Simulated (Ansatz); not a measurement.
Reaction (formal hydrolysis of the Sb–S bond): `C[S][SbH2]` + H₂O → `[OH][SbH2]` + CH₃SH

Gas-phase electronic energies from Ansatz, PBE0-D4/def2-TZVP geometries. CCSD(T)/CBS is the MP2 limit (def2-TZVPP, def2-QZVPP) plus CCSD(T) − MP2 in def2-TZVPP, frozen cores. This one scheme is used for every species. DFT in def2-TZVPP. def2 core potentials past Kr. For Sb outer-core shells are correlated without core-valence functions, which leaves a few kJ/mol of doubt a bond.

`C[S][SbH2]`:

Z-matrix (Å, degrees):
```
C
S 1 1.814
H 1 1.090 2 111.8
H 1 1.090 2 111.8 3 123.7
H 1 1.091 2 106.0 3 -118.1
Sb 2 2.417 1 99.6 3 -61.9
H 6 1.711 2 95.2 1 134.0
H 6 1.710 2 95.1 1 -134.9
```

H₂O:

Cartesian coordinates in Å:
```
O -0.245 -0.189 0.236
H 0.468 0.403 0.486
H -0.223 -0.215 -0.723
```

`[OH][SbH2]`:

```xyz
5

O    -0.251   -0.549    1.047
Sb    0.602    0.404   -0.457
H     0.383   -0.657    1.760
H    -0.013   -0.663   -1.649
H    -0.720    1.466   -0.702
```

CH₃SH:

Z-matrix (Å, degrees):
```
C
S 1 1.806
H 1 1.089 2 111.5
H 1 1.089 2 111.5 3 -123.8
H 1 1.090 2 106.2 3 118.1
H 2 1.342 1 97.1 3 61.9
```

```tsv
level	ΔE (kJ/mol)
BLYP-D4	45.8
PBE0-D4	56.7
BHLYP-D4	51.4
MP2/def2-SVP	51.1
```

Problem. What does CCSD(T)/CBS give? (An estimate is asked.)

Solution. Computed: +53.3 kJ/mol. The listed levels differ from it by -7.5, 3.4, -1.9, -2.2 kJ/mol.

Largest T1 diagnostic among the species: 0.014.

In def2-TZVPP, CCSD(T) changes the Hartree–Fock value by +8.8 kJ/mol (the triples alone add +1.8 kJ/mol) and MP2 by +15.8 kJ/mol. From PBE to PBE0 (25 % exact exchange), in def2-TZVPP and without D4, ΔE moves by +4.3 kJ/mol.
